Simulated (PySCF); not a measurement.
## From a computed spectrum to the compound

A species of 4 atoms with charge 3 has these harmonic modes (PBE0, small Gaussian bases with core potentials, PySCF 2.14.0):

```tsv
cm⁻¹	km/mol	symmetry
266	81.3	π
266	81.3	π
394	39.4	σ+
872	11.9	π
872	11.9	π
2144	811.8	σ+
3162	218.7	σ+
```

Task: Which species is it, and in which structure?

Result: [Eu(HCN)]3+ (singlet in the valence; each metal's 4f electrons, 6 of them, lie in its core potential, out of spins and levels):
```xyz
4

Eu    0.0000    0.0000   -0.4282
N     0.0000    0.0000    1.8211
C     0.0000    0.0000    2.9872
H     0.0000    0.0000    4.1028
```
Ideal gas at 298.15 K and 1 bar: S = 282.0 J/(mol K), Cp = 54.4 J/(mol K), H − H(0 K) = 12.3 kJ/mol (rigid rotor, harmonic modes, spin degeneracy alone, that of the 4f electrons in the core included). An lcecp potential fixes the number of 4f electrons, so in runs with it no electron can move into or out of that shell.
 The answer isn't unique; the calculation gave this one.
